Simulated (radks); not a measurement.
The numbers below are computed, except where a source is named.
Species: the rhenium ion Re2+. Configuration: [Xe] 4f14 5d5 (the NIST ground configuration). Level of theory: scalar-relativistic Kohn-Sham, LDA (Slater exchange, Perdew-Wang correlation), spin-unpolarised, spherical densities, point nucleus; hard spherical wall at 8 bohr (a radial shooting solver on a logarithmic mesh with Libxc functionals). Some entries of the table are withheld. Estimate them.

orbital,occ.,eigenvalue (hartree),<1/r> (bohr^-1)
1s,2,-2632.160,(1)
2s,2,-456.9184,20.76
2p,6,(2),18.75
3s,2,-106.2408,(3)
3p,6,-89.15343,7.082
3d,10,-69.75483,6.689
4s,2,-22.63351,3.275
4p,6,-17.02672,2.972
4d,10,-9.99319,2.648
5s,2,-3.75737,1.297
5p,6,-2.35020,(4)
4f,14,-2.18081,2.164
5d,5,-0.79836,0.7283
6s,0,-0.75075,(5)
6p,0,-0.49748,0.3789
5f,0,-0.11453,0.2585

Answer. 
(1) 1s <1/r> (bohr^-1): 88.73
(2) 2p eigenvalue (hartree): -398.9565
(3) 3s <1/r> (bohr^-1): 7.686
(4) 5p <1/r> (bohr^-1): 1.092
(5) 6s <1/r> (bohr^-1): 0.4725
